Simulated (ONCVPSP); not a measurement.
**Reading a pseudo-wave (boron)**

Columns: radius, all-electron u(r) and pseudo u(r) of the 2s shell (level -19.38 eV) of boron in the configuration [He] 2s2; PBEsol, scalar-relativistic, ONCV scheme, ONCVPSP 4.0.1.

| r (bohr) | all-electron | pseudo |
| --- | --- | --- |
| 0.068 | -0.2370 | 0.0270 |
| 0.135 | -0.3265 | 0.0551 |
| 0.202 | -0.3268 | 0.0856 |
| 0.270 | -0.2725 | 0.1195 |
| 0.338 | -0.1867 | 0.1568 |
| 0.405 | -0.0865 | 0.1971 |
| 0.473 | 0.0209 | 0.2420 |
| 0.540 | 0.1259 | 0.2902 |
| 0.608 | 0.2275 | 0.3424 |
| 0.675 | 0.3202 | 0.3955 |
| 0.742 | 0.4044 | 0.4490 |
| 0.810 | 0.4806 | 0.5024 |
| 0.878 | 0.5475 | 0.5542 |
| 0.945 | 0.6043 | 0.6030 |
| 1.013 | 0.6527 | 0.6488 |
| 1.080 | 0.6918 | 0.6886 |
| 1.148 | 0.7232 | 0.7217 |
| 1.215 | 0.7467 | 0.7463 |
| 1.283 | 0.7637 | 0.7637 |
| 1.350 | 0.7742 | 0.7742 |
| 1.418 | 0.7793 | 0.7793 |
| 1.485 | 0.7794 | 0.7794 |
| 1.553 | 0.7751 | 0.7751 |
| 1.620 | 0.7671 | 0.7671 |
| 1.688 | 0.7557 | 0.7557 |
| 1.755 | 0.7417 | 0.7417 |

How many radial nodes do the two functions have?

The all-electron 2s function has n − l − 1 = 1; the pseudo-wave has 0, since the states of the same l below it are removed with the core.

At about which radius was the pseudo-wave matched?

1.35 bohr. The columns agree to 0.0005 from 1.22 bohr on; several derivatives are matched, so the curves merge somewhat inside the radius.

Is the pseudo-wave norm-conserving?

Yes: the ONCV scheme keeps the norm inside the radius equal to the all-electron one, which fixes the energy derivative of the logarithmic derivative at the level.
